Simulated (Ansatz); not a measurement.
CH3F3OSn (`FC(F)(F)[O][SnH3]`), relaxed with RKS PBE-D4/def2-SVP in the Gaussian-basis code of Ansatz from a rough embedded geometry. The force threshold is 0.03 eV/Å; the program also tests the step.

The species carries charge 0 and has multiplicity 1. Sn takes the def2 core potential.

Start:

```xyz
9

F     2.142    0.115    1.721
C     0.892   -0.118    1.073
F     0.602   -1.497    1.015
F    -0.004    0.536    1.828
O     0.972    0.428   -0.201
Sn   -0.780    0.172   -1.149
H    -1.128   -1.513   -1.259
H    -2.003    0.991   -0.235
H    -0.693    0.884   -2.793
```

(1) How much energy does the relaxation release, and in how many steps? (Best estimate.)

(2) Which bonds change most? (Best estimate.)

(3) Give the relaxed structure. (An estimate is asked.)

Results:

(1) Computed: 51.12 kJ/mol, in 20 steps, 3 of them rejected.

(2) The calculation gave: F1–C2 from 1.428 to 1.347 Å; Sn6–H9 from 1.793 to 1.717 Å; C2–O5 from 1.388 to 1.322 Å; O5–Sn6 from 2.008 to 2.067 Å.

(3) The calculation gave: 
```xyz
9

F     2.178   -0.288    1.477
C     0.919   -0.011    1.087
F     0.151   -1.130    1.355
F     0.445    0.963    1.916
O     0.876    0.328   -0.191
Sn   -0.888    0.061   -1.235
H    -0.914   -1.596   -1.691
H    -2.158    0.533   -0.177
H    -0.610    1.141   -2.541
```
